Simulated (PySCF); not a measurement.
**Simulated absorption spectrum**

Compound: acetamide-aluminium trichloride adduct [AlCl3L], C₂H₅AlCl₃NO.
Atom-mapped SMILES: `[CH3:1]/[C:2]([NH2:3])=[O+:4]/[Al-:5]([Cl:6])([Cl:7])[Cl:8]` (hydrogens: H9, H10, H11 on C1; H12, H13 on N3)

Method: TDDFT wB97X-D/def2-SVPD, vertical, gas phase, core orbitals frozen in the response in PySCF 2.14.0, density-fitted response routines. Geometry: PBE0-D3(BJ)/def2-SVP; no solvent, vibrations or thermal averaging. Torsions of this conformer, `[CH3:1]/[C:2]([NH2:3])=[O+:4]/[Al-:5]([Cl:6])([Cl:7])[Cl:8]`: C2–O4–Al5–Cl6 -88°, H–N3–C2–C1 1°, H–N3–C2–C1 177°.

Broadening: Gaussians 0.3 eV wide at half height, area fixed by f = 4.319×10⁻⁹ ∫ε dν̃. The width is an assumption, not a result. The curve ends short of the highest state used, and states not computed would add to its high-energy end.

(λ (nm), ε (L mol⁻¹ cm⁻¹)): (167.1, 1950), (168.5, 2037), (170.0, 2841), (171.5, 4314), (173.0, 5717), (174.5, 6174), (175.9, 5501), (177.4, 4053), (178.9, 2553), (180.4, 1435), (181.9, 756), (183.4, 393), (184.8, 224), (186.3, 138), (187.8, 97), (189.3, 71), (190.8, 49), (192.2, 32), (193.7, 18), (195.2, 8), (196.7, 4), (198.2, 1), (199.6, 0), (201.1, 0)

(1) Where are the band maxima, and which computed states make them?

(2) Does any computed singlet lie in the visible range?

(3) On this curve, what absorbance would a 10⁻⁴ mol/L sample give at 193 nm over a 1 cm path?

Results:

(1) 174 nm (7.11 eV), ε about 6200, made up of S3 (97%) (ε in L mol⁻¹ cm⁻¹; maxima over ε = 5, shares over 10%). At its high-energy end, 7.42 eV, the curve is still rising (ε about 2000, from S3 and S5). The states used: S1 6.61 eV (f 0.0008); S2 6.91 eV (f 0.0054); S3 7.12 eV (f 0.067); S4 7.38 eV (f 0.0014); S5 7.51 eV (f 0.020); S6 7.59 eV (f 0.0017); S7 7.76 eV (f 0.0039); S8 7.81 eV (f 0.0070); S9 7.92 eV (f 0.052); S10 8.02 eV (f 0.053).

(2) No computed singlet lies in the visible range (380 to 750 nm); the lowest, at 187 nm, stands 3.35 eV above its violet end (3.26 eV).

(3) 193 nm is 6.424 eV, where ε is about 24 L mol⁻¹ cm⁻¹, so A = ε c l ≈ 0.0024 (Beer–Lambert, with the gas-phase spectrum and the assumed width).

All these states lie below the vertical ionisation energy of 10.56 eV (ΔSCF).
